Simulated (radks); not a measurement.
Species: Zr3+. Configuration: [Kr] 4d0.5 5p0.5 (fractional occupations, a model configuration).

Method: non-relativistic Kohn-Sham, SCAN, spin-polarised, spherical densities, point nucleus; open shells are filled with parallel spins first (spin-orbit coupling, left out, can overturn this in heavy ions); meta-GGA in the generalised Kohn-Sham scheme; relativity is left out, which matters for an element this heavy; computed with a radial shooting solver on a logarithmic mesh with Libxc functionals.

Energy parts (eV):
part                       energy
total                  -96313.063
kinetic                 96267.861
electron-nucleus      -228236.021
Hartree                 38699.612
exchange-correlation    -3044.514

Orbitals (lengths in bohr, moments of r in powers of bohr; r(max) is where P^2 peaks; r(90%) holds 90 % of the orbital's charge):
orbital,occ.,eigenvalue (eV),r(90%),<r^2>,r(max)
1s up,1,-17490.97,0.0679,0.001949,0.02522
1s down,1,-17490.96,0.0679,0.001949,0.02522
2s up,1,-2425.209,0.258,0.03290,0.1411
2s down,1,-2425.131,0.258,0.03290,0.1411
2p up,3,-2222.130,0.234,0.02519,0.1114
2p down,3,-2222.066,0.234,0.02519,0.1114
3s up,1,-426.9836,0.692,0.2515,0.4181
3s down,1,-426.9446,0.692,0.2515,0.4181
3p up,3,-350.0056,0.705,0.2531,0.4067
3p down,3,-349.9532,0.705,0.2531,0.4067
3d up,5,-210.9096,0.724,0.2459,0.3481
3d down,5,-210.8235,0.724,0.2458,0.3482
4s up,1,-83.6102,1.78,1.695,1.099
4s down,1,-83.0871,1.78,1.694,1.097
4p up,3,-62.4188,1.97,2.047,1.178
4p down,3,-61.8360,1.97,2.033,1.176
4d up,0.5,-30.4768,2.75,3.723,1.455
5p up,0.5,-19.9331,4.82,12.88,3.148

The highest occupied level is 5p up at -19.933 eV. The electron density at the nucleus is 4.451e+04 e/bohr^3.

Empty levels of this run are not shown, since the potential may be unsettled where no density lies.
